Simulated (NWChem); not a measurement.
# CaHSF; SMILES [Ca]([SH])[F]

```xyz
4

Ca     0.2672     0.5908     0.0000
F     -0.3571     2.4444     0.0000
S     -0.2027    -1.9704     0.0000
H      1.1135    -2.2900     0.0000
```
Atoms are numbered in this order, from 1.

Computed with NWChem. Coordinates come from a PBE0/def2-SVP optimisation. Ions are spin-unrestricted doublets at the neutral geometry; other ion states weren't tried. Functional: LC-ωPBE (HJS hole) with def2-SVP; rows give the range parameter ω in 1/bohr.

For range parameter (1/bohr) 0.10:

```
Item           Result
-------------  ------
−ε(HOMO) (eV)    6.52
```

What are these values for range parameter (1/bohr) 0.80?

The −ε(HOMO) (eV) is 9.75.
